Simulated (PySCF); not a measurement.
Computed properties of Ga(H)2(PH2) (GaH4P), SMILES [PH2][GaH2]

Ga(H)2(PH2) (GaH₄P), SMILES [PH2][GaH2]. Geometry: r2SCAN-D4/def2-TZVP. Other conformers were not sampled. All values are computed for the isolated molecule unless a solvent is named; none is compared with measurement here.

**Structure.** The optimised structure has Cs symmetry. All 12 harmonic modes at r2SCAN-D4/def2-TZVP (PySCF) are real, so it is a minimum.

**Vibrations.** The strongest infrared lines (harmonic, unscaled, degenerate partners summed) lie at 1980 cm⁻¹ (227 km/mol, H 98 %), 745 cm⁻¹ (207 km/mol, H 98 %), 1969 cm⁻¹ (143 km/mol, H 99 %). The softest mode is at 235 cm⁻¹ and the zero-point energy is 19.0 kcal/mol.

**Electronic structure.** CAM-B3LYP/def2-TZVPD (PySCF) places the frontier levels at -8.48 and -0.84 eV, a gap of 7.64 eV, and gives a dipole moment of 0.69 D and a mean polarisability of 61.7 bohr³.

**Excitations.** TDDFT-CAM-B3LYP/def2-SVPD (PySCF) has S1 at 4.48 eV (277 nm, f = 0.022, weak); the most intense of the 10 singlets computed lies at 6.85 eV (f = 0.37). T1 (TDA) is at 3.87 eV. No vertical singlet excitation falls in the visible range (under 3.1 eV).

**NMR.** GIAO shifts at PBE0/pcSseg-2 (PySCF) (non-relativistic, atoms alike by connectivity averaged): ¹H from 2.3 to 7.1 ppm against TMS.
